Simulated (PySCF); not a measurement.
C2Br2F2, SMILES F/C(=C(/Br)F)Br. Atoms are numbered in the order given.

```xyz
6

F      0.0000     1.3289     2.0113
C      0.0000     0.6713     0.8585
Br     0.0000     1.7624    -0.6644
C      0.0000    -0.6713     0.8585
F      0.0000    -1.3289     2.0113
Br     0.0000    -1.7624    -0.6644
```
Charge 0, spin multiplicity 1.

The structure is a stationary point at B3LYP-D3(BJ)/def2-SVP.

Two levels are set side by side: PBE/pcSseg-1 (PySCF) and PBE0/pcSseg-1 (PySCF). GIAO shifts against CFCl3 (¹⁹F), TMS (¹³C) at the same level; non-relativistic, no solvent, atoms listed together averaged. Without spin–orbit terms, shifts of atoms bonded to Cl or Br come out too high at both levels. Differences are taken from unrounded values.

| quantity | PBE0 | PBE | PBE minus PBE0 |
|---|---|---|---|
| δ(¹⁹F) of F1, F5 (ppm) | -100.0 | -110.3 | -10.3 |
| δ(¹³C) of C2, C4 (ppm) | 157.2 | 156.2 | -1.0 |

Rough cost on one machine, each run with all the roots and properties that it gave: PBE0 against PBE within a factor of 2.
